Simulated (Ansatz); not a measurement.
`CC[Si]O`, 10 atoms. Total charge 0; spin multiplicity 1. All runs use 4 threads of an Arm Neoverse V2 on a shared host. Correlated methods freeze the cores. Open-shell runs search over several starts.

How many basis functions does each run have, and how long does it take in Ansatz? RKS revPBE-D4/def2-TZVPP energy; UKS ωB97X-V/def2-TZVPP energy of the cation; UKS PBE-D4/def2-TZVPP energy of the cation; UHF-MP2/def2-QZVPP energy of the cation; RKS LC-ωPBE/def2-TZVPP energy; RHF-CCSD(T)/def2-SVP energy; UKS B2PLYP (frozen core)/def2-TZVPP energy of the cation; direct RPA on PBE orbitals/def2-TZVPP energy; RKS r2SCAN0-D4/def2-TZVPP energy; RKS ωB97M-V/def2-SVP energy; RKS ωB97M-V/def2-QZVPP energy; RKS HSE06 (plane-wave form)-D4/def2-TZVPP energy. (Best estimate.)

Ansatz gave: Other jobs shared the machine, so times are rough.

| level | job | functions | wall time | peak host memory (GiB) |
| --- | --- | --- | --- | --- |
| RKS revPBE-D4/def2-TZVPP | energy | 219 | 1.4 s | 0.24 |
| RKS LC-ωPBE/def2-TZVPP | energy | 219 | 1.7 s | 0.34 |
| RHF-CCSD(T)/def2-SVP | energy | 90 | 1.9 s | 0.32 |
| RKS HSE06 (plane-wave form)-D4/def2-TZVPP | energy | 219 | 1.9 s | 0.45 |
| RKS ωB97M-V/def2-SVP | energy | 90 | 2.5 s | 0.25 |
| UKS PBE-D4/def2-TZVPP | energy of the cation | 219 | 2.7 s | 0.3 |
| RKS r2SCAN0-D4/def2-TZVPP | energy | 219 | 3 s | 0.46 |
| direct RPA on PBE orbitals/def2-TZVPP | energy | 219 | 3.7 s | 0.52 |
| UKS B2PLYP (frozen core)/def2-TZVPP | energy of the cation | 219 | 6 s | 0.76 |
| UKS ωB97X-V/def2-TZVPP | energy of the cation | 219 | 8.5 s | 0.81 |
| RKS ωB97M-V/def2-QZVPP | energy | 421 | 12 s | 1.5 |
| UHF-MP2/def2-QZVPP | energy of the cation | 421 | 17 s | 2.4 |

LC-ωPBE has ω = 0.4 bohr⁻¹.
